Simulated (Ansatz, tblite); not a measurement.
Isomers of Ge$_{4}$F$_{8}$ (singlet), found by a short tight-binding search and relaxed with PBE-D4/def2-SVP in Ansatz.

The xTB rows come from tblite.

Other spin states were run for one of them alone.

A:

```xyz
12

Ge    1.124   -0.661    0.203
Ge   -1.126    0.668   -0.187
Ge    1.496   -3.118    1.297
Ge   -1.493    3.120   -1.295
F    -1.919    0.725    1.381
F    -0.385    4.188   -0.433
F     0.642   -3.069    2.838
F     0.436   -4.191    0.383
F    -2.181   -0.419   -1.080
F     1.933   -0.704   -1.357
F    -0.690    3.033   -2.863
F     2.163    0.428    1.113
```

B:

```csv
atom,x (Å),y (Å),z (Å)
Ge1,-0.3864,-0.9556,-2.3730
Ge2,-2.6211,0.3448,0.3156
Ge3,1.0915,0.7616,-1.0122
Ge4,0.6517,-0.2623,1.3091
F5,-2.0899,-0.4687,-1.4035
F6,2.7575,0.2089,-1.2426
F7,0.1393,-1.9455,-0.9462
F8,-1.2556,-0.7403,1.2608
F9,0.4893,0.7534,2.7289
F10,-1.3436,1.5969,0.0784
F11,1.3545,2.4735,-0.7121
F12,1.2129,-1.7667,1.9968
```

Problem. Estimate their order by electronic energy at PBE0-D4/def2-TZVP, counted from the lowest.

Solution. B (0.0) < A (37.3), in kcal/mol.

Problem. Do the other levels pick the same lowest one?

Solution. Not GFN1-xTB. Energies above each level's lowest (kcal/mol):

| level | A | B |
| --- | --- | --- |
| GFN1-xTB | 0.0 | 8.4 |
| GFN2-xTB | 4.2 | 0.0 |
| PBE-D4/def2-TZVP | 29.8 | 0.0 |
| r2SCAN-D4/def2-TZVP | 33.2 | 0.0 |
| PBE0-D4/def2-TZVP | 37.3 | 0.0 |
Point groups (tolerance 0.1 Å): A not assigned, B not assigned. Lower isomers may exist.
